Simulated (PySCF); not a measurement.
A side-by-side comparison of computed properties.

First species: trans-2,3-epoxybutane, C4H8O.
Z-matrix (Å and degrees, GFN2-xTB geometry), rows numbered from 1:
```
C 
C   1  1.5074
O   2  1.4024  1  118.08
C   3  1.4025  2   63.04  1  -112.12
C   4  1.5074  2  121.97  3   105.56
H   1  1.0880  2  109.78  3   157.91
H   1  1.0872  2  110.17  3    37.55
H   1  1.0877  2  110.17  3   -82.22
H   2  1.0890  1  114.84  3   139.16
H   4  1.0890  2  117.36  3  -102.80
H   5  1.0871  4  110.18  2   -30.86
H   5  1.0878  4  110.20  2  -150.65
H   5  1.0880  4  109.75  2    89.48
```

Second species: C6H9FSSi.
SMILES: `C#C[C@@H]1CSC[C@H](F)[SiH2]1`

Levels: PBE0/pcSseg-1 for HOMO energy, LUMO energy and HOMO–LUMO gap. Geometries: GFN2-xTB. All species are isolated and taken at one optimised geometry, non-relativistic unless stated; the electronic structure was computed with PySCF and density fitting.

Values for the first species:

| Property | Result |
| --- | --- |
| HOMO energy | -7.64 eV |
| LUMO energy | 1.79 eV |
| HOMO–LUMO gap | 9.43 eV |

Task: Estimate the same properties for the second species, and the change in each.

Result: 
```csv
property,first,second,second less first
HOMO energy,-7.64 eV,-6.89 eV,+0.75 eV
LUMO energy,1.79 eV,0.22 eV,-1.57 eV
HOMO–LUMO gap,9.43 eV,7.11 eV,-2.32 eV
```

